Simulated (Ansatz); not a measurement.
Born–Oppenheimer molecular dynamics of FK (2 atoms, charge 0, multiplicity 1). It starts from a relaxed structure.

Theory: UKS PBE0/def2-SVP (Ansatz).

* ensemble: NVE (velocity Verlet)
* time step: 1 fs
* steps asked: 150
* starting velocities drawn for: 1000 K
* seed: 329525

Frames 10 fs apart, positions in Å.

Velocities at 30.0 fs (Å/ps):

```
F 4.59 -1.64 2.31
K -2.23 0.80 -1.12
```

```xyz
2
Properties=species:S:1:pos:R:3 time_fs=30.0 energy_less_start_eV=0.000 T=989
F 0.920 -0.353 0.457
K -0.893 0.294 -0.454
2
Properties=species:S:1:pos:R:3 time_fs=40.0 energy_less_start_eV=0.021 T=503
F 0.962 -0.368 0.478
K -0.913 0.301 -0.465
2
Properties=species:S:1:pos:R:3 time_fs=50.0 energy_less_start_eV=0.043 T=1
F 0.979 -0.374 0.487
K -0.922 0.304 -0.469
2
Properties=species:S:1:pos:R:3 time_fs=60.0 energy_less_start_eV=0.019 T=559
F 0.960 -0.367 0.477
K -0.912 0.301 -0.464
2
Properties=species:S:1:pos:R:3 time_fs=70.0 energy_less_start_eV=0.001 T=972
F 0.917 -0.352 0.456
K -0.892 0.293 -0.454
2
Properties=species:S:1:pos:R:3 time_fs=80.0 energy_less_start_eV=0.037 T=152
F 0.882 -0.340 0.438
K -0.875 0.287 -0.445
2
Properties=species:S:1:pos:R:3 time_fs=90.0 energy_less_start_eV=0.027 T=365
F 0.887 -0.342 0.441
K -0.877 0.288 -0.447
2
Properties=species:S:1:pos:R:3 time_fs=100.0 energy_less_start_eV=0.000 T=997
F 0.928 -0.356 0.461
K -0.897 0.295 -0.456
2
Properties=species:S:1:pos:R:3 time_fs=110.0 energy_less_start_eV=0.028 T=361
F 0.967 -0.370 0.481
K -0.916 0.302 -0.466
2
Properties=species:S:1:pos:R:3 time_fs=120.0 energy_less_start_eV=0.042 T=27
F 0.978 -0.374 0.486
K -0.921 0.304 -0.469
2
Properties=species:S:1:pos:R:3 time_fs=130.0 energy_less_start_eV=0.013 T=700
F 0.954 -0.365 0.474
K -0.909 0.300 -0.463
2
Properties=species:S:1:pos:R:3 time_fs=140.0 energy_less_start_eV=0.005 T=893
F 0.909 -0.349 0.452
K -0.888 0.292 -0.452
```

Of the whole run (150 fs, mean temperature of the second half 479 K): The conserved energy stayed within 0.051 meV per atom of its start (net change 0.047 meV per atom), so the integration is sound. The temperature averaged 0.48 of the 1000 K drawn at the start: a run that starts near a minimum puts about half its kinetic energy into the potential. A run of 0.15 ps of so small a system gives no equilibrium averages.

Run time: 2.3 min on 1 CPU thread of a shared host.
